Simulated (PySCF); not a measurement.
C₆H₁₀NSi (doublet state).
Cartesian coordinates in Å at the GFN2-xTB level; atoms count from 1:
```xyz
18
C6H10NSi angstrom
C     -2.7344    0.0019   -0.7475
N     -1.4249   -0.2183   -0.2074
C     -0.9462   -1.3942    0.2731
C      0.3219   -1.1912    0.7448
C      0.6288    0.1754    0.5581
C      1.9204    0.8423    0.8705
Si     3.0779    0.5923   -0.6228
C     -0.4720    0.7403   -0.0362
H     -3.4050    0.4299    0.0050
H     -3.1539   -0.9444   -1.0879
H     -2.6805    0.6903   -1.5925
H     -1.5380   -2.2887    0.2422
H      0.9639   -1.9302    1.1831
H      2.3547    0.4067    1.7707
H      1.7567    1.9040    1.0578
H      2.5723    1.2478   -1.8256
H      3.3934   -0.8118   -0.8608
H     -0.6439    1.7541   -0.3430
```

The hyperfine couplings belong to this conformer and change with its torsions.

The species is `CN1C=CC(C[SiH2])=C1` [radical].

Method used: PySCF, UKS B3LYP, pcH-1 on C H N Si, non-relativistic, mean-field spin-orbit, GIAO. Geometry: GFN2-xTB, one conformer, isolated molecule. Couplings are sensitive to structure, and on GFN2-xTB geometries they can be far from those on DFT ones, by a factor of two or more for some ions and for spin on atoms past the first row. No stability test was run, so a lower SCF solution isn't excluded.

Predict the first-order ENDOR lines of C5, C6, C8, C4, H16/H17, H18, H14/H15, H13, H9/H10/H11 and Si7 under fast tumbling at B = 1219.4 mT (Q band).

For S = 1/2 in fast tumbling each set of equivalent nuclei gives two lines, ν± = |νn ± a/2| to first order, with νn = g_N μN B/h and μN/h = 7.62259 MHz/T.

```
    nuclei  isotope      g_N  νn (MHz)  a_iso (MHz)  lower line (MHz)  upper line (MHz)
        C5      13C   1.4048     13.06        30.36              2.12             28.24
        C6      13C   1.4048     13.06        20.30              2.91             23.21
        C8      13C   1.4048     13.06         2.70             11.71             14.41
        C4      13C   1.4048     13.06         1.17             12.47             13.64
   H16/H17       1H   5.5857     51.92        30.61             36.61             67.22
       H18       1H   5.5857     51.92        -2.87             50.48             53.36
   H14/H15       1H   5.5857     51.92        -1.61             51.11             52.73
       H13       1H   5.5857     51.92        -1.19             51.32             52.51
H9/H10/H11       1H   5.5857     51.92         1.07             51.39             52.45
       Si7     29Si  -1.1106     10.32      -351.28            165.32            185.96
```

The rows for 13C and 29Si, of low natural abundance, apply to labelled samples.

Which pairs are centred on the nuclear Larmor frequency, and which on half the coupling?

Centred on νn, since |a| < 2νn: C6, C8, C4, H16/H17, H18, H14/H15, H13 and H9/H10/H11. Centred on |a|/2 and split by 2νn: C5 and Si7.

Means are taken over nuclei equivalent by connectivity, which assumes that they swap fast.
